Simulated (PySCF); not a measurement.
Ge(H)2(Me)(OMe) (C₂H₈GeO), SMILES C[O][GeH2][CH3].

Geometry: PBE-D3(BJ)/def2-SVP. The structure was generated by enumeration, and PubChem lists no compound with its InChIKey, so it may never have been made. One conformer was computed; it need not be the lowest.

All values below come from TDA-PBE/def2-SVPD (PySCF 2.14.0).

Vertical excitations. Gas-phase values at a fixed geometry. State labels are in the subgroup Cs.

| state | symmetry | energy (eV) | λ (nm) | f | main pairs |
|---|---|---|---|---|---|
| S1 | A" | 5.77 | 215 | 0.000 | HOMO→LUMO 98 % |
| S2 | A" | 5.98 | 207 | 0.014 | HOMO→LUMO+1 98 % |
| S3 | A" | 6.25 | 198 | 0.021 | HOMO→LUMO+2 96 % |
| S4 | A' | 6.74 | 184 | 0.030 | HOMO−1→LUMO 85 % |
| S5 | A" | 6.90 | 180 | 0.000 | HOMO→LUMO+3 99 % |
| S6 | A' | 6.92 | 179 | 0.010 | HOMO−1→LUMO+1 85 % |
| S7 | A' | 7.17 | 173 | 0.068 | HOMO−1→LUMO+2 80 % |
| S8 | A" | 7.34 | 169 | 0.007 | HOMO→LUMO+4 98 % |
| S9 | A' | 7.54 | 164 | 0.008 | HOMO−2→LUMO 93 % |
| S10 | A' | 7.75 | 160 | 0.069 | HOMO→LUMO+5 47 %, HOMO−1→LUMO+3 25 %, HOMO→LUMO+6 19 % |
| T1 | A" | 5.50 | 226 | 0 | HOMO→LUMO 98 % |
| T2 | A" | 5.87 | 211 | 0 | HOMO→LUMO+1 97 % |
| T3 | A" | 6.08 | 204 | 0 | HOMO→LUMO+2 96 % |
| T4 | A' | 6.30 | 197 | 0 | HOMO−1→LUMO 97 % |
Triplets are in the Tamm–Dancoff approximation.
